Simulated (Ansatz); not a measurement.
H$_{5}$InO (`[OH2+][InH3-]`) at its PBE0-D4/def2-TZVP geometry, where that method's forces vanish. Total charge 0; spin multiplicity 1. In takes the def2 core potential.

```json
{"atom": "O1", "x (Å)": "-0.7816", "y (Å)": "-0.3162", "z (Å)": "1.0665"}
{"atom": "In2", "x (Å)": "0.7242", "y (Å)": "0.4361", "z (Å)": "-0.6960"}
{"atom": "H3", "x (Å)": "-1.6982", "y (Å)": "-0.2448", "z (Å)": "0.7832"}
{"atom": "H4", "x (Å)": "-0.6250", "y (Å)": "-1.2475", "z (Å)": "1.2502"}
{"atom": "H5", "x (Å)": "1.5517", "y (Å)": "-1.0894", "z (Å)": "-0.7007"}
{"atom": "H6", "x (Å)": "-0.5937", "y (Å)": "0.6643", "z (Å)": "-1.8028"}
{"atom": "H7", "x (Å)": "1.4227", "y (Å)": "1.7975", "z (Å)": "0.0997"}
```

(1) For each bond, give half the difference of the two atoms' forces along it (eV/Å; positive pushes the atoms apart) under PBE-D4, r2SCAN-D4, B3LYP-D4, ωB97M-V in def2-TZVPP. (An estimate is asked.)

Answers

(1) Computed: 
```tsv
bond	length (Å)	PBE-D4	r2SCAN-D4	B3LYP-D4	ωB97M-V
O1–In2	2.437	-0.05	-0.05	0.07	0.00
O1–H3	0.962	0.37	0.04	0.02	-0.02
O1–H4	0.962	0.37	0.04	0.02	-0.02
In2–H5	1.736	0.05	-0.03	0.02	-0.05
In2–H6	1.736	0.05	-0.03	0.02	-0.05
In2–H7	1.725	0.06	-0.01	0.02	-0.05
```

B3LYP here is the variant with VWN-RPA as its local correlation; programs differ in this.
